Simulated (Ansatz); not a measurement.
Basis-set extrapolation for C3H9BClN (`CCN(C)BCl`) (PBE0-D4/def2-TZVP geometry, frozen core, Ansatz 0.2.0). Multiplicity 1, RHF reference.

```json
{"": "HF", "def2-TZVPP": "-657.642520", "def2-QZVPP": "-657.664640"}
{"": "MP2 correlation", "def2-TZVPP": "-1.030493", "def2-QZVPP": "-1.103711"}
{"": "CCSD(T) correlation", "def2-TZVPP": "-1.137045", "def2-QZVPP": "not run"}
```

Energies in hartree. Use E(X) = E(∞) + A·exp(−7.88·√X) for Hartree–Fock and E(X) = E(∞) + B·X^(−2.97) for correlation, with X = 3 and 4, and add CCSD(T) minus MP2 of the smaller set to the MP2 limit.

Q: What is the CCSD(T) energy at the basis-set limit?

A: HF limit: -657.664640 + (-0.022120) × 0.13774 = -657.66769. MP2 limit: -1.103711 + (-0.073218) × 0.74074 = -1.15795. Higher-order term: -1.137045 − (-1.030493) = -0.10655. Total: -658.93219 hartree, 400.7 kJ/mol below CCSD(T)/def2-TZVPP.
